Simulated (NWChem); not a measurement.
System: BeHOF; SMILES [OH][Be][F]

NWChem input:

```
start job
memory heap 200 mb stack 900 mb global 1100 mb
geometry units angstroms
  Be    -0.028381    -0.020263     0.032903
  F      0.786947     0.594290    -0.906916
  O     -0.831301    -0.628453     0.957868
  H     -1.383668    -1.044766     1.595447
end
basis spherical
  * library def2-svp
end
dft
  xc xpbe96 cpbe96
  disp vdw 4
  iterations 150
end
driver
  maxiter 120
end
task dft optimize
task dft freq
```

Excerpt of the output:

```
             Northwest Computational Chemistry Package (NWChem) 7.3.0
             --------------------------------------------------------

 ORDER OF PRIMARY AXIS IS BEING SET TO 4
 C4V symmetry detected

 AUTOZ failed to generate good internal coordinates.
 Cartesian coordinates will be used in optimizations.

                             Geometry "geometry" -> ""
                             -------------------------

 Output coordinates in angstroms (scale by  1.889725989 to convert to a.u.)

  No.       Tag          Charge          X              Y              Z
 ---- ---------------- ---------- -------------- -------------- --------------
    1 Be                   4.0000     0.00000000     0.00000000     0.03451005
    2 F                    9.0000     0.00000000     0.00000000     1.42220346
    3 O                    8.0000     0.00000000     0.00000000    -1.33301820
    4 H                    1.0000     0.00000000     0.00000000    -2.27372579

 Effective nuclear repulsion energy (a.u.)      46.6452198321

      Symmetry information
      --------------------

 Group name             C4v
 Group number             18
 Group order               8
 No. of unique centers     4

  pbe96 is a nonlocal functional; adding pw91lda local functional.

                           NWChem Geometry Optimization
                           ----------------------------

 maximum gradient threshold         (gmax) =   0.000450
 rms gradient threshold             (grms) =   0.000300
 maximum cartesian step threshold   (xmax) =   0.001800
 rms cartesian step threshold       (xrms) =   0.001200
 fixed trust radius                (trust) =   0.300000
 source of zmatrix                         =

          -------------------
          Energy Minimization
          -------------------

 Using diagonal initial Hessian

          --------
          Step   0

                                 NWChem DFT Module
                                 -----------------

[...]

      ----------------------
      Optimization converged
      ----------------------

  Step       Energy      Delta E   Gmax     Grms     Xrms     Xmax
  ---- ---------------- -------- -------- -------- -------- --------
@    3    -190.18641977 -6.0D-07  0.00004  0.00002  0.00029  0.00084
                                     ok       ok       ok       ok

                         Geometry "geometry" -> "geometry"
                         ---------------------------------

 Output coordinates in angstroms (scale by  1.889725989 to convert to a.u.)

  No.       Tag          Charge          X              Y              Z
 ---- ---------------- ---------- -------------- -------------- --------------
    1 Be                   4.0000     0.00000000     0.00000000     0.04708181
    2 F                    9.0000     0.00000000     0.00000000     1.44585265
    3 O                    8.0000     0.00000000     0.00000000    -1.34404277
    4 H                    1.0000     0.00000000     0.00000000    -2.29892216

 Effective nuclear repulsion energy (a.u.)      46.0562381116

      Symmetry information
      --------------------

 Group name             C4v
 Group number             18
 Group order               8
 No. of unique centers     4

[...]

 Rotational Constants
 --------------------
 A=   0.000000 cm-1  (  0.000000 K)
 B=   0.229087 cm-1  (  0.329597 K)
 C=   0.229087 cm-1  (  0.329597 K)

 Temperature                      =   298.15K
 frequency scaling parameter      =   1.0000

 Linear Molecule

 Zero-Point correction to Energy  =   10.290 kcal/mol  (  0.016398 au)
 Thermal correction to Energy     =   12.259 kcal/mol  (  0.019537 au)
 Thermal correction to Enthalpy   =   12.852 kcal/mol  (  0.020480 au)

 Total Entropy                    =   55.257 cal/mol-K
   - Translational                =   37.322 cal/mol-K (mol. weight =  45.0133)
   - Rotational                   =   15.508 cal/mol-K (symmetry #  =        1)
   - Vibrational                  =    2.427 cal/mol-K

 Cv (constant volume heat capacity) =    8.826 cal/mol-K
   - Translational                  =    2.979 cal/mol-K
   - Rotational                     =    1.986 cal/mol-K
   - Vibrational                    =    3.860 cal/mol-K

[normal modes left out]

 ----------------------------------------------------------------------------
 Normal Eigenvalue ||           Projected Infra Red Intensities
  Mode   [cm**-1]  || [atomic units] [(debye/angs)**2] [(KM/mol)] [arbitrary]
 ------ ---------- || -------------- ----------------- ---------- -----------
    1     -149.227 ||    0.180610           4.167       176.068      19.978
    2     -149.227 ||    0.180610           4.167       176.068      19.978
    3       -0.000 ||    0.000000           0.000         0.000       0.000
    4       -0.000 ||    0.002131           0.049         2.077       0.236
    5       -0.000 ||    0.002131           0.049         2.077       0.236
    6        0.000 ||    0.001682           0.039         1.640       0.186
    7        0.000 ||    0.001682           0.039         1.640       0.186
    8      369.820 ||    0.064152           1.480        62.539       7.096
    9      369.820 ||    0.064152           1.480        62.539       7.096
   10      741.320 ||    0.001128           0.026         1.099       0.125
   11     1669.001 ||    0.308304           7.113       300.550      34.103
   12     4051.465 ||    0.278253           6.420       271.255      30.779
 ----------------------------------------------------------------------------

 ===============================================================================
      Negative Nuclear Hessian Mode    1  Eigenvalue =   -149.23 cm**(-1)
 -------------------------------------------------------------------------------
   Raw step length:  0.491 angstroms ;  The Raw step for this mode is:
    1 Be                   4.0000    -0.01506846     0.01471376    -0.00000000
    2 F                    9.0000    -0.00277599     0.00271064    -0.00000000
    3 O                    8.0000     0.03379011    -0.03299472     0.00000000
    4 H                    1.0000    -0.34919832     0.34097849     0.00000000

  Geometry after  100.0% step for mode  1; Step length =  0.491 angstroms
   Maximum component (any atom: x,y, or z) displacement:  0.660
    1 Be                   4.0000    -0.01506846     0.01471376     0.04708181
    2 F                    9.0000    -0.00277599     0.00271064     1.44585265
    3 O                    8.0000     0.03379011    -0.03299472    -1.34404277
    4 H                    1.0000    -0.34919832     0.34097849    -2.29892216

  Geometry after -100.0% step for mode  1; Step length =  0.491 angstroms
   Maximum component (any atom: x,y, or z) displacement:  0.660
    1 Be                   4.0000     0.01506846    -0.01471376     0.04708181
    2 F                    9.0000     0.00277599    -0.00271064     1.44585265
    3 O                    8.0000    -0.03379011     0.03299472    -1.34404277
    4 H                    1.0000     0.34919832    -0.34097849    -2.29892216

  Geometry after   50.0% step for mode  1; Step length =  0.245 angstroms
   Maximum component (any atom: x,y, or z) displacement:  0.330
    1 Be                   4.0000    -0.00753423     0.00735688     0.04708181
    2 F                    9.0000    -0.00138799     0.00135532     1.44585265
    3 O                    8.0000     0.01689506    -0.01649736    -1.34404277
    4 H                    1.0000    -0.17459916     0.17048925    -2.29892216

  Geometry after  -50.0% step for mode  1; Step length =  0.245 angstroms
   Maximum component (any atom: x,y, or z) displacement:  0.330
    1 Be                   4.0000     0.00753423    -0.00735688     0.04708181
    2 F                    9.0000     0.00138799    -0.00135532     1.44585265
    3 O                    8.0000    -0.01689506     0.01649736    -1.34404277
    4 H                    1.0000     0.17459916    -0.17048925    -2.29892216

  Geometry after   30.3% step for mode  1; Step length =  0.149 angstroms
   Maximum component (any atom: x,y, or z) displacement:  0.200
    1 Be                   4.0000    -0.00456697     0.00445947     0.04708181
    2 F                    9.0000    -0.00084135     0.00082154     1.44585265
    3 O                    8.0000     0.01024115    -0.01000008    -1.34404277
    4 H                    1.0000    -0.10583545     0.10334417    -2.29892216

  Geometry after  -30.3% step for mode  1; Step length =  0.149 angstroms
   Maximum component (any atom: x,y, or z) displacement:  0.200
    1 Be                   4.0000     0.00456697    -0.00445947     0.04708181
    2 F                    9.0000     0.00084135    -0.00082154     1.44585265
    3 O                    8.0000    -0.01024115     0.01000008    -1.34404277
    4 H                    1.0000     0.10583545    -0.10334417    -2.29892216

  Geometry after   15.2% step for mode  1; Step length =  0.074 angstroms
   Maximum component (any atom: x,y, or z) displacement:  0.100
    1 Be                   4.0000    -0.00228348     0.00222973     0.04708181
    2 F                    9.0000    -0.00042067     0.00041077     1.44585265
    3 O                    8.0000     0.00512057    -0.00500004    -1.34404277
    4 H                    1.0000    -0.05291772     0.05167209    -2.29892216

  Geometry after  -15.2% step for mode  1; Step length =  0.074 angstroms
   Maximum component (any atom: x,y, or z) displacement:  0.100
    1 Be                   4.0000     0.00228348    -0.00222973     0.04708181
    2 F                    9.0000     0.00042067    -0.00041077     1.44585265
    3 O                    8.0000    -0.00512057     0.00500004    -1.34404277
    4 H                    1.0000     0.05291772    -0.05167209    -2.29892216

 ===============================================================================
      Negative Nuclear Hessian Mode    2  Eigenvalue =   -149.23 cm**(-1)
 -------------------------------------------------------------------------------
   Raw step length:  0.491 angstroms ;  The Raw step for this mode is:
    1 Be                   4.0000    -0.01471377    -0.01506846    -0.00000000
    2 F                    9.0000    -0.00271064    -0.00277599    -0.00000000
    3 O                    8.0000     0.03299472     0.03379011     0.00000000
    4 H                    1.0000    -0.34097849    -0.34919832     0.00000000

  Geometry after  100.0% step for mode  2; Step length =  0.491 angstroms
   Maximum component (any atom: x,y, or z) displacement:  0.660
    1 Be                   4.0000    -0.01471377    -0.01506846     0.04708181
    2 F                    9.0000    -0.00271064    -0.00277599     1.44585265
    3 O                    8.0000     0.03299472     0.03379011    -1.34404277
    4 H                    1.0000    -0.34097849    -0.34919832    -2.29892216

  Geometry after -100.0% step for mode  2; Step length =  0.491 angstroms
   Maximum component (any atom: x,y, or z) displacement:  0.660
    1 Be                   4.0000     0.01471377     0.01506846     0.04708181
    2 F                    9.0000     0.00271064     0.00277599     1.44585266
    3 O                    8.0000    -0.03299472    -0.03379011    -1.34404278
    4 H                    1.0000     0.34097849     0.34919832    -2.29892217

  Geometry after   50.0% step for mode  2; Step length =  0.245 angstroms
   Maximum component (any atom: x,y, or z) displacement:  0.330
    1 Be                   4.0000    -0.00735688    -0.00753423     0.04708181
    2 F                    9.0000    -0.00135532    -0.00138799     1.44585265
    3 O                    8.0000     0.01649736     0.01689506    -1.34404277
    4 H                    1.0000    -0.17048924    -0.17459916    -2.29892216

  Geometry after  -50.0% step for mode  2; Step length =  0.245 angstroms
   Maximum component (any atom: x,y, or z) displacement:  0.330
    1 Be                   4.0000     0.00735688     0.00753423     0.04708181
    2 F                    9.0000     0.00135532     0.00138799     1.44585265
    3 O                    8.0000    -0.01649736    -0.01689506    -1.34404277
    4 H                    1.0000     0.17048924     0.17459916    -2.29892217

  Geometry after   30.3% step for mode  2; Step length =  0.149 angstroms
   Maximum component (any atom: x,y, or z) displacement:  0.200
    1 Be                   4.0000    -0.00445947    -0.00456697     0.04708181
    2 F                    9.0000    -0.00082154    -0.00084135     1.44585265
    3 O                    8.0000     0.01000008     0.01024115    -1.34404277
    4 H                    1.0000    -0.10334417    -0.10583545    -2.29892216

  Geometry after  -30.3% step for mode  2; Step length =  0.149 angstroms
   Maximum component (any atom: x,y, or z) displacement:  0.200
    1 Be                   4.0000     0.00445947     0.00456697     0.04708181
    2 F                    9.0000     0.00082154     0.00084135     1.44585265
    3 O                    8.0000    -0.01000008    -0.01024115    -1.34404277
    4 H                    1.0000     0.10334417     0.10583545    -2.29892216

  Geometry after   15.2% step for mode  2; Step length =  0.074 angstroms
   Maximum component (any atom: x,y, or z) displacement:  0.100
    1 Be                   4.0000    -0.00222973    -0.00228348     0.04708181
    2 F                    9.0000    -0.00041077    -0.00042067     1.44585265
    3 O                    8.0000     0.00500004     0.00512057    -1.34404277
    4 H                    1.0000    -0.05167209    -0.05291772    -2.29892216

  Geometry after  -15.2% step for mode  2; Step length =  0.074 angstroms
   Maximum component (any atom: x,y, or z) displacement:  0.100
    1 Be                   4.0000     0.00222973     0.00228348     0.04708181
    2 F                    9.0000     0.00041077     0.00042067     1.44585265
    3 O                    8.0000    -0.00500004    -0.00512057    -1.34404277
    4 H                    1.0000     0.05167209     0.05291772    -2.29892216
```

Level: PBE-D3(BJ)/def2-SVP. The optimisation ended at a saddle point (imaginary frequency).
